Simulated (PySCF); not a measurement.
Assignment exercise: C7H9FO

Mapped SMILES: `[CH2:1]=[C:2]1[C:3](=[CH2:4])[C@@H:5]([O:6][CH3:7])[C@@H:8]1[F:9]`. Hydrogens are named by the atom that carries them. Ha(C4) is cis to C2; Ha(C1) is cis to C3; Hb(C4) is trans to C2; Hb(C1) is trans to C3.

- coordinates at the GFN2-xTB level
- NMR shieldings at PBE0/pcSseg-1/GIAO
- code: PySCF 2.14.0 with density-fitted response routines
- equivalent nuclei averaged, non-relativistic, no solvent model, one computed conformer

δ = σ(ref) − σ, references computed at the same level: ¹³C (σ = 186.93 ppm) and ¹H (σ = 31.72 ppm) against TMS.

Problem. Assign these signals to the numbered atoms. ¹³C{¹H} NMR (computed): δ 151.6 (C), 150.3 (C), 117.7 (CH2), 117.6 (CH2), 97.1 (CH), 87.9 (CH), 58.8 (CH3).

Solution. 
```tsv
δ (ppm)	atoms	environment	reason
151.6	C2	fully substituted alkene carbon	an sp2 carbon of a C=C bond
150.3	C3	fully substituted alkene carbon	–
117.7	C1	terminal =CH2 carbon	an sp2 carbon of a C=C bond
117.6	C4	terminal =CH2 carbon	–
97.1	C8	allylic sp3 CH bonded to F	deshielded by the electronegative neighbour
87.9	C5	allylic sp3 CH bonded to O	pulled downfield by the heteroatom
58.8	C7	methyl carbon bonded to O	pulled downfield by the heteroatom
```

C2 and C3; C1 and C4 lie closer than the usual error of such a calculation, so a measured spectrum could show them in the other order.

Problem. Assign these signals to the numbered atoms. ¹H NMR (500 MHz, computed): δ 6.02 (m, 1H), 6.00 (br s, 1H), 5.79 (m, 1H), 5.70 (br s, 1H), 5.31 (m, 1H), 4.27 (m, 1H), 3.61 (s, 3H).

Solution. 
| δ (ppm) | atoms | environment | reason |
| --- | --- | --- | --- |
| 6.02 | Ha(C1) | hydrogen on a terminal =CH2 carbon | attached to an sp2 carbon and in the plane of the double bond |
| 6.00 | Ha(C4) | hydrogen on a terminal =CH2 carbon | – |
| 5.79 | Hb(C1) | hydrogen on a terminal =CH2 carbon | – |
| 5.70 | Hb(C4) | hydrogen on a terminal =CH2 carbon | – |
| 5.31 | H(C8) | hydrogen on an allylic sp3 CH bonded to F | its carbon carries F, hence the downfield position |
| 4.27 | H(C5) | hydrogen on an allylic sp3 CH bonded to O | its carbon carries O, which withdraws density |
| 3.61 | H(C7) | hydrogen on a methyl carbon bonded to O | its carbon carries O, hence the downfield position |

Ha(C1) and Ha(C4); Hb(C1) and Hb(C4) lie closer than the usual error of such a calculation, so a measured spectrum could show them in the other order.

Splittings by ¹⁹F in the carbon and heteronuclear signals aren't shown, as no couplings were computed. Shifts are as computed. Against solution values, carbons near 30 ppm lie about +3 ppm off and those near 130 ppm about +5 ppm. Of 1211 compounds with measured shifts, 218 miss one by over three times the rms of a fit or turn the order of signals round; such compounds aren't used in these exercises. Multiplicities follow the n + 1 count of equivalent neighbours, as no J values were calculated; m marks all less simple cases, F and P coupling included.
